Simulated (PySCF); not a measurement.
`CC(C)c1csc(C(=O)Cl)c1`: 4 charge schemes on one density

C8H9ClOS.
Structure used (GFN2-xTB), in Å, numbered top down from 1:
```xyz
20
C8H9ClOS angstrom
C     -1.7664    1.0848    0.9233
C     -1.4824   -0.1243    0.0301
C     -1.7413    0.2087   -1.4406
C     -0.0671   -0.5909    0.2182
C      0.2775   -1.8333    0.6811
S      1.9639   -2.0805    0.7923
C      2.2519   -0.4703    0.1990
C      3.6087   -0.0334    0.0516
O      4.6120   -0.6309    0.2833
Cl     3.7106    1.6383   -0.5648
C      1.0710    0.1870   -0.0573
H     -1.5600    0.8461    1.9641
H     -2.8102    1.3764    0.8358
H     -1.1476    1.9303    0.6341
H     -2.1499   -0.9405    0.3259
H     -1.5188   -0.6498   -2.0702
H     -2.7844    0.4807   -1.5832
H     -1.1209    1.0415   -1.7619
H     -0.3908   -2.6228    0.9665
H      1.0392    1.1937   -0.4304
```

Density: PBE0/pcSseg-1 (PySCF); schemes: Mulliken, IAO, Hirshfeld and ESP-fitted. Isolated species at its GFN2-xTB geometry (one conformer only).

**Question.** Which atoms carry the highest charge in the Mulliken, IAO, Hirshfeld and ESP-fitted schemes?

**Answer.** The schemes don't all agree: Mulliken C8 (+0.406); IAO S6 (+0.390); Hirshfeld C8 (+0.153); ESP-fitted C2 (+0.504).

**Question.** Which atoms carry the lowest charge in the Mulliken, IAO, Hirshfeld and ESP-fitted schemes?

**Answer.** The schemes don't all agree: Mulliken C7 (-0.468); IAO C1 and C3 (-0.415); Hirshfeld O9 (-0.215); ESP-fitted C1 (-0.586).

**Question.** Tabulate the Mulliken, IAO, Hirshfeld and ESP-fitted charges.

**Answer.** In e:

| atom | environment | Mulliken | IAO | Hirshfeld | ESP-fitted |
| --- | --- | --- | --- | --- | --- |
| C1 | methyl carbon | -0.192 | -0.415 | -0.116 | -0.586 |
| C2 | benzylic-type carbon | -0.261 | -0.095 | -0.014 | +0.504 |
| C3 | methyl carbon | -0.192 | -0.415 | -0.116 | -0.576 |
| C4 | substituted aromatic carbon | -0.144 | -0.014 | -0.003 | -0.088 |
| C5 | aromatic CH next to a ring sulfur | -0.238 | -0.305 | -0.064 | -0.283 |
| S6 | thiophene-type sulfur | +0.392 | +0.390 | +0.140 | +0.094 |
| C7 | substituted aromatic carbon | -0.468 | -0.219 | -0.058 | +0.009 |
| C8 | acyl halide carbon | +0.406 | +0.353 | +0.153 | +0.386 |
| O9 | carbonyl oxygen | -0.310 | -0.368 | -0.215 | -0.348 |
| Cl10 | chlorine bonded to C | -0.155 | -0.109 | -0.061 | -0.155 |
| C11 | aromatic CH carbon | +0.142 | -0.143 | -0.048 | -0.224 |
| H12 | methyl hydrogen | +0.122 | +0.146 | +0.040 | +0.141 |
| H13 | methyl hydrogen | +0.116 | +0.142 | +0.044 | +0.146 |
| H14 | methyl hydrogen | +0.111 | +0.137 | +0.041 | +0.160 |
| H15 | methine hydrogen | +0.109 | +0.135 | +0.043 | -0.024 |
| H16 | methyl hydrogen | +0.122 | +0.146 | +0.040 | +0.140 |
| H17 | methyl hydrogen | +0.116 | +0.142 | +0.044 | +0.142 |
| H18 | methyl hydrogen | +0.111 | +0.137 | +0.041 | +0.158 |
| H19 | aromatic hydrogen | +0.110 | +0.178 | +0.061 | +0.227 |
| H20 | aromatic hydrogen | +0.104 | +0.176 | +0.050 | +0.176 |

Mean size of the charges over all atoms: ESP-fitted 0.228 e, IAO 0.208 e, Mulliken 0.196 e, Hirshfeld 0.070 e. Each set sums to the total charge, 0, to within 0.001 e. The Hirshfeld scheme divides the density at each point in proportion to the densities of the neutral, spherically averaged free atoms.

**Question.** Sum the charges by element, for elements with more than one atom.

**Answer.** 
```csv
element,atoms,Mulliken,IAO,Hirshfeld,ESP-fitted
C,8,-0.947,-1.253,-0.268,-0.857
H,9,+1.020,+1.339,+0.404,+1.266
```

**Question.** How closely do the schemes follow one another over all atoms?

**Answer.** Correlation coefficient and root-mean-square difference: IAO with Hirshfeld 0.95, 0.159 e; Mulliken with IAO 0.86, 0.125 e; Mulliken with Hirshfeld 0.83, 0.160 e; IAO with ESP-fitted 0.79, 0.173 e; Hirshfeld with ESP-fitted 0.77, 0.222 e; Mulliken with ESP-fitted 0.48, 0.263 e.
